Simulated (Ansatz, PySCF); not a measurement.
Input for Ansatz (a quantum-chemistry and plane-wave program):
Ansatz 0.2 input:
```yaml
crystal:
  periodic: [false, false, false]
  atoms:
    - {symbol: Si, position_ang: [-0.00666824, -0.00277970, 0.12275926]}
    - {symbol: H, position_ang: [0.04778718, 1.13172388, -0.83406892]}
    - {symbol: H, position_ang: [0.04556812, -1.09280805, -0.88456070]}
basis:
  gaussian:
    orbitals: STO-3G
hamiltonian:
  xc: blyp
accuracy: high
```

Convert this to an input for PySCF.

This is not unique; one that fits is 
```python
from pyscf import gto, scf, dft

mol = gto.M(
    atom='''
Si   -0.006668   -0.002780    0.122759
H     0.047787    1.131724   -0.834069
H     0.045568   -1.092808   -0.884561
''',
    basis='sto-3g',
    charge=0,
    spin=0,
    verbose=4,
)

mf = dft.RKS(mol)
mf.xc = 'blyp'
mf.grids.atom_grid = (99, 590)
mf.grids.prune = None
mf.kernel()
```

Both were run: Ansatz gave -287.181511 Eh and PySCF -287.181511 Eh, 0.000 mEh apart.
